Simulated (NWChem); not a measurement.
System: BH₂Cl; SMILES BCl

All runs: NWChem. Pople sets run with spherical d functions. Geometry: optimised at PBE0-D3(BJ)/def2-TZVP. Vertical excitations in the gas phase.

Estimate the computed values for PBE/6-31+G*, TDA. Quantities: lowest excitation, singlet (eV); oscillator strength of that lowest state; lowest state with f > 0.02, singlet (eV); lowest triplet (eV); orbital gap (eV).


| Quantity | Result |
|---|---|
| lowest excitation, singlet (eV) | 4.61 |
| oscillator strength of that lowest state | 0.000 |
| lowest state with f > 0.02, singlet (eV) | 7.23 |
| lowest triplet (eV) | 4.23 |
| orbital gap (eV) | 4.48 |
